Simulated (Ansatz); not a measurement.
## Ligand exchange: C2H5Br + Mg(CH3)(NH2) → C2H7N + Mg(CH3)Br

Gas-phase species: C2H5Br (bromoethane) `CCBr`, singlet; Mg(CH3)(NH2), singlet; C2H7N `CCN`, singlet; Mg(CH3)Br, singlet. The partners trade Br for NH2: C–Br and Mg–NH2 bonds give way to C–NH2 and Mg–Br.

Shapes, held fixed at every level: PBE0-D4/def2-TZVP. Flexible molecules stand in one conformer, not always the lowest. Programs: Ansatz 0.2.0. Electronic energies: no zero-point or thermal term.

```json
{"level": "HF/def2-SVP", "kind": "Hartree–Fock", "ΔE (kJ/mol)": "-173.4", "less CCSD(T)/def2-TZVPP": "-43.3"}
{"level": "r2SCAN-D4/def2-TZVPP", "kind": "meta-GGA", "ΔE (kJ/mol)": "-136.3", "less CCSD(T)/def2-TZVPP": "-6.2"}
{"level": "r2SCAN0-D4/def2-TZVPP", "kind": "global hybrid", "ΔE (kJ/mol)": "-143.5", "less CCSD(T)/def2-TZVPP": "-13.4"}
{"level": "wB97M-V/def2-TZVPP", "kind": "range-separated hybrid", "ΔE (kJ/mol)": "-135.3", "less CCSD(T)/def2-TZVPP": "-5.2"}
{"level": "wB97X-V/def2-TZVPP", "kind": "range-separated hybrid", "ΔE (kJ/mol)": "-138.2", "less CCSD(T)/def2-TZVPP": "-8.1"}
{"level": "CCSD(T)/def2-SVP", "kind": "coupled cluster or CI", "ΔE (kJ/mol)": "-157.2", "less CCSD(T)/def2-TZVPP": "-27.1"}
{"level": "CCSD/def2-TZVPP", "kind": "coupled cluster or CI", "ΔE (kJ/mol)": "-134.0", "less CCSD(T)/def2-TZVPP": "-3.9"}
{"level": "CCSD(T)/def2-TZVPP", "kind": "coupled cluster or CI", "ΔE (kJ/mol)": "-130.1", "less CCSD(T)/def2-TZVPP": "0.0"}
```

The highest level, CCSD(T)/def2-TZVPP, gives ΔE = -130.1 kJ/mol; the levels span -173.4 to -130.1. The column of differences is taken from that level and isn't an error. No measured value is set beside it here. Relativity is left out for Br. Outer-core shells of Br, Mg are correlated, in sets that cover them unevenly. CCSD(T)/def2-TZVPP lies outside the range of the other correlated levels here, so it shouldn't be taken on trust.
